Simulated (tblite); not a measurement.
C2H8ClFSi2.
Numbering: `[F:1][C@:2]([SiH3:3])([Cl:4])[CH2:5][SiH3:6]` (hydrogens: H7, H8, H9 on Si3; H10, H11 on C5; H12, H13, H14 on Si6)

Cartesian coordinates in Å at the GFN2-xTB level; atoms count from 1:
```
atom  x, y, z in Å
F1    -0.493   -0.375   -1.357
C2    -0.533    0.211   -0.108
Si3   -2.354    0.184    0.539
Cl4   -0.108    1.940   -0.368
C5     0.513   -0.436    0.768
Si6    2.301   -0.160    0.139
H7    -3.172    0.825   -0.482
H8    -2.336    0.915    1.801
H9    -2.713   -1.222    0.727
H10    0.400   -0.049    1.780
H11    0.284   -1.502    0.803
H12    3.124   -1.200    0.763
H13    2.326   -0.291   -1.313
H14    2.762    1.160    0.565
```

Level: GFN2-xTB in tblite, geometry and Hessian alike; calculated harmonic values, unscaled, isolated species. This tight-binding method is rough: wavenumbers can miss measured ones by several per cent, in bad cases by 10 to 20. Modes of hydrogen on silicon can be 10 to 20 % off. One conformer, not necessarily the lowest.

Harmonic wavenumbers (cm⁻¹): 52.5, 110.6, 120.1, 136.2, 156.1, 205.1, 301.9, 332.9, 361.7, 502.3, 524.6, 530.8, 558.9, 612.8, 725.6, 745.6, 755.7, 766.2, 769.4, 772.5, 782.1, 799.9, 819.7, 982.8, 1093.0, 1157.8, 1253.1, 1458.0, 2259.3, 2284.0, 2288.4, 2312.2, 2317.0, 2339.7, 2974.5, 2996.2.

A = 2715, B = 1192, C = 1035 MHz; mass 141.984 u (most abundant isotopes); point group C1, symmetry number 1.

Task: Zero-point energy?

Result: ½Σν̃ = 18580 cm⁻¹ = 222.26 kJ/mol.

Task: Entropy at 400 K, 1 bar (ideal gas, RRHO, classical rotation)?

Result: Translation 176.77, rotation 124.80, vibration 156.15: S = 457.7 J/(mol K).

Task: And Cp and H(400 K) − H(0)?

Result: Cp = 187.84 J/(mol K), of which vibrations give 154.59 (their classical limit is 36 R = 299.3); H(400 K) − H(0) = 46.21 kJ/mol without the zero-point energy, 32.91 from vibrations.

Task: Blend soft modes into free rotors: weight 1/[1 + (100 cm⁻¹/ν̃)⁴] for the oscillator and the rest for a rotor with moment μB/(μ + B), μ = h/(8π²ν), B = 10⁻⁴⁴ kg m². What vibrational entropy results?

Result: 147.15 J/(mol K) in place of 156.15, which changes −T·S at 400 K by +3.60 kJ/mol.

Task: What must be added to the electronic energy to get the Gibbs energy at 400 K and 1 bar?

Result: ZPE + [H(400 K) − H(0)] − T·S = 222.26 + 46.21 − 183.09 = 85.38 kJ/mol.

Task: Which modes carry the vibrational entropy at 400 K?

Result: 52.5 cm⁻¹: 22.19; 110.6 cm⁻¹: 16.03; 120.1 cm⁻¹: 15.36; 136.2 cm⁻¹: 14.33; 156.1 cm⁻¹: 13.22; 205.1 cm⁻¹: 11.03 J/(mol K); the other 30 give 63.99 together.

Task: How do the functions run with temperature in this model?

Result: 
| T (K) | S (J/(mol K)) | Cp (J/(mol K)) | H − H(0) (kJ/mol) | G − H(0) (kJ/mol) | ln q(vib) |
| --- | --- | --- | --- | --- | --- |
| 100 | 286.6 | 76.5 | 5.27 | -23.39 | 1.40 |
| 200 | 352.3 | 118.3 | 14.99 | -55.47 | 3.86 |
| 300 | 408.0 | 157.7 | 28.86 | -93.55 | 6.38 |
| 500 | 502.2 | 210.4 | 66.17 | -184.92 | 11.32 |
| 800 | 611.6 | 254.5 | 136.55 | -352.75 | 17.99 |
| 1000 | 670.5 | 273.1 | 189.41 | -481.12 | 21.93 |

q(vib) and H(0) count from the zero-point level.

Hindered rotation and anharmonicity are outside this model. Other conformers, if any are populated, would add a mixing term that is left out. The structure is chiral; the term R ln 2 for an equal mix with its mirror image is left out.

Time: 0.82 s. Hardware: one thread, Arm Neoverse N1 (aarch64) (shared host). This covers the Hessian and the dipole derivatives.
